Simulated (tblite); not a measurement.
Run record: tight-binding relaxation, `C=C(B(O)O)c1cccs1`.

Computed with GFN2-xTB geometry optimisation, gas phase (tblite 0.8.0). Start geometry: from a force field or distance geometry. A driver script takes a list of jobs; this job's settings line and coordinates (Å) are shown.

Command:
```bash
OMP_NUM_THREADS=1 python probes_run.py task.json out
```

Input:
```
{"job": {"kind": "relax", "xc": "GFN2-xTB", "basis": "xTB"}, "charge": 0, "multiplicity": 1}
C      1.604600    -0.836400    -1.472500
C      0.984800    -0.326400    -0.407800
B      1.816200     0.036200     0.880200
O      1.212600    -0.098700     2.193700
O      3.282900    -0.056600     0.855800
C     -0.459600    -0.158000    -0.502200
C     -1.296500     0.335000     0.445200
C     -2.602400     0.436600     0.211700
C     -3.123300     0.047300    -0.980500
S     -1.590500    -0.490700    -1.790400
H      2.674300    -1.000300    -1.488400
H      0.992000    -1.087300    -2.349900
H      1.240400     0.776400     2.647900
H      3.590400     0.851900     0.586900
H     -0.866300     0.658400     1.442500
H     -3.311400     0.840400     1.010000
H     -4.155000     0.084200    -1.292300
```

Output:
```
step      E/eV     max force
  0    -788.59374    5.580
  1    -789.35041    2.278
  2    -789.61118    1.420
  3    -789.79983    1.388
  4    -789.90751    1.057
  5    -790.06308    1.059
  6    -790.15196    1.257
  7    -790.29019    1.026
  8    -790.36896    0.770
  9    -790.44615    0.797
... (28 lines left out)
 38    -790.93359    0.041
 39    -790.93380    0.043
 40    -790.93403    0.047
 41    -790.93424    0.048
 42    -790.93443    0.056
 43    -790.93464    0.051
 44    -790.93483    0.043
 45    -790.93493    0.025
 46    -790.93497    0.010
 47    -790.93499    0.009
```

«max force» is the largest atomic force in eV/Å.

From which step on does the largest force stay under 0.1 eV/Å, and how much energy is left to gain from there?

From step 35 (0.084 eV/Å), 2.5 meV above the end.

Summary of the converged run: energy lowered by 54.0 kcal/mol over 47 steps; largest atomic force 0.009 eV/Å at the end.

Give the final coordinates.

0.328 Å rms from the input after alignment:
```
atom  x, y, z in Å
C1     1.5439   -0.7884   -1.4129
C2     0.9051   -0.2800   -0.3496
B3     1.7362    0.0908    0.9595
O4     1.1592    0.0744    2.1777
O5     3.0573    0.4078    0.8968
C6    -0.5289   -0.0851   -0.3831
C7    -1.3370    0.4269    0.5954
C8    -2.6979    0.4782    0.2358
C9    -2.9249    0.0089   -1.0182
S10   -1.4805   -0.5086   -1.7865
H11    2.6070   -0.9662   -1.4100
H12    1.0219   -1.0702   -2.3138
H13    1.7662    0.2825    2.8902
H14    3.4494    0.4178    0.0251
H15   -0.9557    0.7438    1.5472
H16   -3.4736    0.8472    0.8834
H17   -3.8546   -0.0677   -1.5469
```

Hardware: one thread, Arm Neoverse N1 (aarch64), no GPU, shared host. Cost: 0.64 s wall.
Labels such as C1 count atoms from 1, the log's own numbers from 0.
